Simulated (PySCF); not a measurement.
pyrazole (C3H4N2), SMILES c1cn[nH]c1. Atoms are numbered in the order given.

```xyz
9

C     -0.9885     0.6849     0.0000
C      0.3663     1.1042     0.0000
N      1.2022     0.0691     0.0000
N      0.4045    -1.0077     0.0000
C     -0.9197    -0.6981     0.0000
H     -1.8845     1.3004     0.0000
H      0.7605     2.1201     0.0000
H      0.8200    -1.9312     0.0000
H     -1.6913    -1.4649     0.0000
```

The structure is a stationary point at B3LYP-D3(BJ)/def2-SVP.

All values below come from PySCF with TDDFT-ωB97X/def2-SVPD.

Vertical excitations. Isolated molecule, no solvent. State labels are in the subgroup Cs.

Computed lowest excited states:
```csv
state,symmetry,energy (eV),λ (nm),f,main pairs
S1,A',6.87,181,0.092,"HOMO→LUMO 53 %, HOMO−1→LUMO 34 %"
S2,A",7.07,175,0.005,HOMO−2→LUMO 91 %
S3,A',7.13,174,0.072,"HOMO−1→LUMO 47 %, HOMO→LUMO 37 %, HOMO→LUMO+4 11 %"
S4,A",7.62,163,0.025,HOMO→LUMO+1 94 %
S5,A",7.93,156,0.003,HOMO−1→LUMO+1 83 %
S6,A",8.42,147,0.031,"HOMO→LUMO+2 70 %, HOMO→LUMO+3 12 %"
S7,A',8.53,145,0.385,"HOMO→LUMO+4 77 %, HOMO−1→LUMO 16 %"
S8,A',8.60,144,0.291,HOMO−1→LUMO+4 88 %
S9,A",8.69,143,0.027,HOMO−1→LUMO+2 75 %
S10,A",8.82,141,0.006,"HOMO→LUMO+3 68 %, HOMO→LUMO+2 13 %"
T1,A',4.71,263,0,"HOMO→LUMO 76 %, HOMO−1→LUMO 15 %"
T2,A',5.39,230,0,"HOMO−1→LUMO 77 %, HOMO→LUMO 16 %"
T3,A",6.21,200,0,HOMO−2→LUMO 85 %
T4,A',6.49,191,0,HOMO→LUMO+4 86 %
```
Triplets are in the Tamm–Dancoff approximation, which puts them higher than full response would, so one can lie above its singlet here.
